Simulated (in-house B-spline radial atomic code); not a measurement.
Values are calculated unless marked as measured or tabulated.
## Weak and strong correlation along the adiabatic connection

Two-electron singlets in several external potentials (atomic units), by full CI in B-splines with partial waves to l = 8 (correlation energies up to 0.6 % small). The repulsion is scaled by λ at fixed density; W(λ) is the mean repulsion less the Hartree energy, W(0) = E_x, and the area under W from 0 to 1 is E_xc.

One system gave this curve:

```
   λ  W (hartree)
   0      -5.2823
0.02      -5.2842
0.05       -5.287
0.12      -5.2936
0.25      -5.3057
 0.4      -5.3195
 0.6      -5.3377
 0.8      -5.3555
   1      -5.3731
 1.4      -5.4073
   2      -5.4566
   3      -5.5336
 4.5      -5.6385
   7      -5.7896
  10      -5.9398
```

Task: Which system is it?
A. −Z/r, Z = 1.8
B. −V exp(−r²/w²), V = 10.2, w = 13.0
C. −Z/r, Z = 1, wall at 1 bohr
D. −Z exp(−kr)/r, Z = 9.48, k = 2.94

Result: D. The exchange energy sets the size: −Z exp(−kr)/r, Z = 9.48, k = 2.94: E_x = -5.28, E_c = -0.0461; −Z/r, Z = 1, wall at 1 bohr: E_x = -1.87, E_c = -0.0478; −Z/r, Z = 1.8: E_x = -0.899, E_c = -0.0416; −V exp(−r²/w²), V = 10.2, w = 13.0: E_x = -0.417, E_c = -0.0365 hartree.
